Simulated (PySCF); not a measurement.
Species: C6H11B.
SMILES: `C=CBC1CCC1`

Torsions of this conformer, `[CH2:1]=[CH:2][BH:3][CH:4]1[CH2:5][CH2:6][CH2:7]1`: C1–C2–B3–C4 178°, C2–B3–C4–C5 134°.

The closed-shell ground state was solved at several levels (PySCF, density fitting, gas phase, non-relativistic). Geometry: PBE0-D3(BJ)/def2-SVP, one conformer, isolated molecule.

| level | basis functions | total energy (Eh) | HOMO (eV) | LUMO (eV) | gap (eV) | dipole (D) |
| --- | --- | --- | --- | --- | --- | --- |
| PBE0/pcSseg-1 | 174 | -259.6878 | -7.91 | -1.70 | 6.21 | 0.66 |
| wB97X-D/def2-SVPD | 228 | -259.7903 | -9.78 | 0.13 | 9.91 | 0.62 |

(1) What might B3LYP/pcJ-1 (299 basis functions) give for the same quantities?

(2) Over all these levels, which gives the widest orbital gap and which the narrowest?

(3) How far do the dipole and the HOMO energy spread over the levels?

Answers

(1) Total energy -260.0761 Eh, HOMO -7.69 eV, LUMO -1.88 eV, gap 5.81 eV, dipole 0.68 D.

(2) wB97X-D/def2-SVPD (range-separated hybrid) has the widest, 9.91 eV, and B3LYP/pcJ-1 (global hybrid, 20 % exact exchange) the narrowest, 5.81 eV. Functional and basis both differ between the two, so the spread mixes both effects.

(3) The dipole runs from 0.62 to 0.68 D (mean 0.65 D) and the HOMO from -9.78 to -7.69 eV.

Note: wB97X-D ran without an empirical dispersion term, which enters the total energy and its gradient alone.
